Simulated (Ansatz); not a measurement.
A run for Ansatz (a first-principles code): R-wB97M-V/def2-TZVPPD on ClH6NSi (a complex), monomers drawn apart or pushed together. Files ending in .json are basis or fitting sets from the Basis Set Exchange.

Ansatz 0.2 input:
```yaml
crystal:
  periodic: [false, false, false]
  atoms:
    - {symbol: N, position_ang: [-0.09383993, -0.07481457, 0.31169613]}
    - {symbol: H, position_ang: [-0.30930572, 0.89874724, 0.49350779]}
    - {symbol: H, position_ang: [0.52874894, -0.11157917, -0.48725244]}
    - {symbol: H, position_ang: [-0.96141658, -0.52830540, 0.04871559]}
    - {symbol: Si, position_ang: [0.46872521, -0.99529927, 2.90025925]}
    - {symbol: Cl, position_ang: [-1.28594149, 0.10639672, 3.06148334]}
    - {symbol: H, position_ang: [0.75104605, -1.47013923, 4.27477301]}
    - {symbol: H, position_ang: [1.57274127, -0.12935286, 2.45748974]}
    - {symbol: H, position_ang: [0.25710430, -2.15998623, 2.02642492]}
basis:
  gaussian:
    orbitals: def2-TZVPPD.json
hamiltonian:
  xc: {name: wB97M-V}
scf: {lower_state_search: off}
```

The log:

```
Functional definition: wB97M-V
[...]
these checks for a lower state are left out or cut short: stability, starts, cluster_reference, orbital_swaps, neighbouring_geometries, increment
integrals: 0.23 GiB planned
1170 factors; their error is unknown
integrals: 0.26 GiB planned
320 factors; integrals over basis functions are off by at most 3.1e-5 eV
mean field: 1.64 GiB planned
mean field evaluation 1: about -21984.7568 eV, gradient 4.4e1 eV
mean field evaluation 2: about -21985.1928 eV, gradient 4.2e1 eV
mean field evaluation 4: about -21988.4323 eV, gradient 9.3e-1 eV
mean field evaluation 8: about -21988.4563 eV, gradient 3.5e-1 eV
mean field evaluation 16: about -21988.4565 eV, gradient 1.6e-5 eV
mean field -21988.45647576 eV, -808.0608711729 hartree, gradient 4.3e-6 eV, S^2 0.000000; 0 other end points of the search recorded, 0 dependent functions left out
reference -21988.45654778 eV, -808.0608738196 hartree; 22, 22 occupied and 216, 216 virtual orbitals, 1170 factors
Total energy: -21988.45654778 eV, -808.0608738196 hartree
Checks for a lower state left out: stability, starts, cluster_reference, orbital_swaps, neighbouring_geometries, increment
```

The run converged.

Cost: roughly 14 core-seconds.
